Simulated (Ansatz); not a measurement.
Geometry optimisation, RKS PBE0-D4/def2-SVP in Ansatz 0.2.0.

Input:

```yaml
crystal:
  periodic: [false, false, false]
  atoms:
    - { symbol: Ti, position_ang: [0.0, 0.0, 0.0] }
    - { symbol: O, position_ang: [0.0, 0.0, 1.92] }
    - { symbol: Si, position_ang: [-1.3147, -0.4067, 2.8836] }
    - { symbol: H, position_ang: [-2.239, -1.2403, 2.1204] }
    - { symbol: H, position_ang: [-0.8506, -1.1432, 4.0557] }
    - { symbol: H, position_ang: [-1.9987, 0.8095, 3.3133] }
    - { symbol: F, position_ang: [1.7257, 0.0, -0.6094] }
    - { symbol: F, position_ang: [-0.8619, 1.4933, -0.6094] }
    - { symbol: F, position_ang: [-0.8619, -1.4933, -0.6094] }
basis:
  gaussian: { orbitals: def2-SVP }
hamiltonian:
  xc: pbe0
  dispersion: d4
relax:
  f_tol: 0.02
  max_steps: 40
```

Command:

```bash
$ ansatz run input.yaml --threads 2 --pin off --max-ram 3072MiB --backend cpu --events-out ev --progress --plain --runs-dir out
```

Question: Where does it end, and by what steps?

Answer: The run converged. After 14 steps the energy has fallen by 0.934 eV; O2 moved furthest, 0.90 Å.

```csv
step,energy less start (eV),largest force component (eV/Å),accepted
0,0.0000,3.743,yes
1,-0.7587,1.246,yes
2,-0.8335,0.282,yes
3,-0.8574,0.193,yes
4,-0.8876,0.167,yes
5,-0.9038,0.466,yes
6,-0.9271,0.068,yes
7,-0.9318,0.043,yes
8,-0.9260,0.269,no
9,-0.9330,0.102,yes
10,-0.9330,0.097,no
11,-0.9333,0.070,yes
12,-0.9340,0.046,yes
13,-0.9341,0.023,yes
14,-0.9342,0.001,yes
```

```xyz
9
Properties=species:S:1:pos:R:3
Ti -0.027 -0.025 -0.139
O -0.731 -0.224 1.449
Si -1.420 -0.422 2.967
H -2.666 -1.225 2.823
H -0.446 -1.131 3.843
H -1.734 0.923 3.527
F 1.697 0.122 0.001
F -0.667 1.406 -0.885
F -0.408 -1.404 -1.121
```

Whether the end is a true minimum wasn't checked by a vibrational analysis.

Run time: 74 s on 2 threads of Arm Neoverse V2, on a shared host, peak memory 0.32 GiB.
